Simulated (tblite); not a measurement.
Compound: C4H10SSi3.
Structure used (GFN2-xTB), in Å, numbered top down from 1:
```
atom  x, y, z in Å
C1     3.649   -0.512   -1.010
C2     2.733    0.242   -0.816
Si3    1.294    1.362   -0.496
C4    -0.026    0.331    0.414
C5    -0.461   -0.881   -0.424
Si6   -1.926   -1.792    0.384
S7    -3.047   -0.186    1.274
Si8   -1.553    1.333    0.953
H9     4.457   -1.164   -1.183
H10    1.728    2.481    0.346
H11    0.770    1.827   -1.784
H12    0.435   -0.050    1.334
H13    0.384   -1.556   -0.571
H14   -0.761   -0.546   -1.421
H15   -2.789   -2.456   -0.581
H16   -1.496   -2.684    1.456
H17   -2.046    2.219   -0.098
H18   -1.354    2.038    2.211
```

Calculated harmonic vibrations of the isolated species, GFN2-xTB (tblite), most abundant isotopes, no scaling. Against measured fundamentals such values can be off by several per cent, at times by over 20. Modes of hydrogen on silicon can be 10 to 20 % off. One conformer, not necessarily the lowest.

Harmonic wavenumbers (cm⁻¹): 32.8, 49.8, 67.5, 105.3, 159.7, 212.1, 218.6, 259.4, 274.7, 318.7, 455.2, 464.3, 471.7, 494.9, 510.1, 533.9, 537.4, 566.5, 627.6, 641.5, 663.7, 679.5, 684.2, 687.5, 724.0, 759.6, 761.2, 769.8, 779.5, 796.2, 851.2, 1053.1, 1083.1, 1118.2, 1230.6, 1288.6, 1485.3, 2206.8, 2222.7, 2238.8, 2280.3, 2290.2, 2323.0, 2325.3, 2895.1, 2942.8, 2970.8, 3352.6.

A = 1988, B = 566.9, C = 458.3 MHz; mass 173.981 u (most abundant isotopes); point group C1, symmetry number 1.

Problem. Zero-point energy?

Solution. Half the sum of the wavenumbers: 25233 cm⁻¹ = 72.14 kcal/mol.

Problem. What is S at 298.15 K and 1 bar for an ideal gas of classical rigid rotors and harmonic oscillators?

Solution. Translation 41.39, rotation 30.81, vibration 38.39: S = 110.6 cal/(mol K).

Problem. And Cp and H(298.15 K) − H(0)?

Solution. Cp = 47.95 cal/(mol K), of which vibrations give 40.00 (their classical limit is 48 R = 95.4); H(298.15 K) − H(0) = 8.34 kcal/mol without the zero-point energy, 5.97 from vibrations.

Problem. What must be added to the electronic energy to get the Gibbs energy at 298.15 K and 1 bar?

Solution. ZPE + [H(298.15 K) − H(0)] − T·S = 72.14 + 8.34 − 32.97 = 47.51 kcal/mol.

Problem. Which modes carry the vibrational entropy at 298.15 K?

Solution. 32.8 cm⁻¹: 5.65; 49.8 cm⁻¹: 4.83; 67.5 cm⁻¹: 4.22; 105.3 cm⁻¹: 3.35; 159.7 cm⁻¹: 2.55; 212.1 cm⁻¹: 2.03 cal/(mol K); the other 42 give 15.75 together.

Hindered rotation and anharmonicity are outside this model. Other conformers, if any are populated, would add a mixing term that is left out. The structure is chiral; the term R ln 2 for an equal mix with its mirror image is left out.
